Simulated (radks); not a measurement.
Values are calculated unless marked as measured or tabulated.
Problem. These are the eigenvalues of the occupied orbitals of an atom or ion with whole-number occupations (Ry). Code: a radial shooting solver on a logarithmic mesh with Libxc functionals. Model: scalar-relativistic Kohn-Sham, exchange-only r2SCAN, spin-polarised, spherical densities, finite nucleus; meta-GGA in the generalised Kohn-Sham scheme; Fermi nuclear charge, rms radius of each element as measured or else 0.836 A^(1/3) + 0.57 fm.

orbital  eigenvalue
1s        -61.56291
2s         -2.78329
2p         -0.96203

Which element is it, and in what charge state? The configuration may be excited. Open shells, if any, are filled with parallel spins first.

Solution. Z = 10, neon, charge 0: Ne in [Ne]. The list shows which subshells hold electrons but not how many an open one holds; the 1s level, -30.781 hartree, gives Z - s = 7.8 by -(Z - s)^2/2, which with screening and relativity narrows Z to a few neighbours, and the depths of the outer levels then fix element, charge and occupations together.
